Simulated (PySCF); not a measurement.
Run record: geometry optimisation, [Ag(NH3)4]2+ (`[NH3]->[Ag+2](<-[NH3])(<-[NH3])<-[NH3]`) [radical].

Computed with PBE0-D3(BJ)/def2-SVP geometry optimisation, gas phase, def2 core potentials past Kr (PySCF 2.14.0). Start geometry: GFN2-xTB. The input is one job of a driver script: a line of settings, then coordinates in Å.

Input:
```
{"job": {"xc": "PBE0", "basis": "def2-SVP", "d3": "d3bj", "grid": 1, "maxiter": 40, "kind": "geom"}, "charge": 2, "multiplicity": 2}
Ag     0.000710     0.000840     0.000560
N      2.268420    -0.001970    -0.041460
H      2.664550     0.196510     0.876640
H      2.638460     0.700910    -0.679820
H      2.663650    -0.891800    -0.340310
N      0.010270     2.272250     0.024800
H     -0.131260     2.658230    -0.908070
H      0.883180     2.666340     0.371890
H     -0.727290     2.655110     0.614780
N     -2.267110     0.000100     0.003080
H     -2.649110    -0.697630    -0.633690
H     -2.670070     0.891690    -0.279400
H     -2.643980    -0.207230     0.927250
N     -0.010950    -2.270380     0.015320
H      0.144370    -2.655430    -0.915720
H     -0.890270    -2.663350     0.347380
H      0.716430    -2.654190     0.616790
```

Output:
```
step   0  E = -372.22952041  max force = 0.011142
step   1  E = -372.23080625  max force = 0.002428
step   2  E = -372.23086877  max force = 0.000916
step   3  E = -372.23088021  max force = 0.000320
optimisation converged
```

Energies in Eh; «max force» is the largest Cartesian gradient component in Eh/bohr.

**Question.** Give the first gradient maximum in eV/Å.

**Answer.** With 1 Eh/bohr = 51.422 eV/Å, 0.573 eV/Å.

Main results: final energy -372.23088 Eh after 3 steps.

**Question.** Give the final coordinates.

**Answer.** 0.039 Å rms from the input after alignment:
```
atom  x, y, z in Å
Ag1    0.0008    0.0015    0.0009
N2     2.2255   -0.0160   -0.0479
H3     2.6339    0.1783    0.8723
H4     2.6105    0.6830   -0.6906
H5     2.6224   -0.9101   -0.3507
N6     0.0076    2.2260    0.0314
H7    -0.1348    2.6247   -0.9026
H8     0.8824    2.6270    0.3816
H9    -0.7272    2.6169    0.6288
N10   -2.2243    0.0135   -0.0049
H11   -2.6197   -0.6808   -0.6464
H12   -2.6297    0.9089   -0.2920
H13   -2.6141   -0.1900    0.9214
N14   -0.0088   -2.2231    0.0222
H15    0.1463   -2.6188   -0.9110
H16   -0.8883   -2.6253    0.3587
H17    0.7177   -2.6158    0.6286
```

The ion is multiply charged and computed in the gas phase, without counter-ions or solvent.

The run took 42 s of wall time on one thread of an x86-64 server, shared host.
Labels such as C1 count atoms from 1, the log's own numbers from 0.

For an open-shell metal species like this, the optimisation's SCF solution wasn't tested for stability and no frequencies at its level were run, so a lower state or another shape may exist.
